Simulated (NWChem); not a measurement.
System: SiSbH$_{3}$Cl$_{2}$; SMILES [SiH3][Sb]([Cl])[Cl]

Results from NWChem. Coordinates come from a PBE0/def2-SVP optimisation. def2 effective core potentials on Sb; no spin-orbit coupling. Level MN15/def2-SVP: energy and gradient on several grids; changes count from the extra-fine grid, which is no exact limit either.

```json
[
 {"grid": "xcoarse", "size of the energy change (μHa)": "6000", "largest change of a gradient component (μHa/bohr)": "1000", "time, medium = 1 (rough)": "about 1"},
 {"grid": "coarse", "size of the energy change (μHa)": "50", "largest change of a gradient component (μHa/bohr)": "300", "time, medium = 1 (rough)": "about 1"},
 {"grid": "medium", "size of the energy change (μHa)": "< 10", "largest change of a gradient component (μHa/bohr)": "< 30", "time, medium = 1 (rough)": "about 1"},
 {"grid": "fine", "size of the energy change (μHa)": "< 10", "largest change of a gradient component (μHa/bohr)": "< 30", "time, medium = 1 (rough)": "about 1"},
 {"grid": "xfine", "size of the energy change (μHa)": "< 10", "largest change of a gradient component (μHa/bohr)": "< 30", "time, medium = 1 (rough)": "2"}
]
```
